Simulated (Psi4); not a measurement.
CsF, charge +1, doublet, geometry from GFN2-xTB (such geometries of metal compounds can be far from the true shape) (a state made from the parent by changing its charge; the spin is typed, not shown lowest) (core potentials on Cs). Base run: HF/def2-SVP run with Psi4.

Psi4 was given this input:
```
memory 2 GB

molecule mol {
1 2
Cs   -0.000000   -0.000000   -0.513525
F     0.000000    0.000000    3.138210
}

set {
  basis def2-svp
  reference uhf
}

energy('scf')
print_variables()
```

Variants of this job, named by their change:

```tsv
change	ΔE vs base (µEh)	SCF cycles	basis functions	outcome
base	0.0	7	38	converged
diis_max_vecs = 15	0.0	7	38	converged
scf_type = direct	-72.5	9	38	converged
e_convergence = 1e-10	0.0	9	38	converged
diis_max_vecs = 3	0.0	9	38	converged
guess = gwh	0.0	11	38	converged
puream = false	-1577	7	41	converged
scf_initial_accelerator = none	0.0	7	38	converged
cholesky_tolerance = 1e-3 (with scf_type cd)	468	7	38	converged
basis_guess = true	0.0	1	38	converged
guess = sadno	3427	10	38	another SCF solution
cholesky_tolerance = 1e-6 (with scf_type cd)	-71.4	7	38	converged
ints_tolerance = 1e-8	0.0	7	38	converged
```

A guess, shift, damping, solver or small numerical setting can't move a converged solution much, so rows marked as another SCF solution ended in a different state.

Open shells are given as the SCF converged; they aren't shown to be the lowest states, and a large step between rows can be another state.
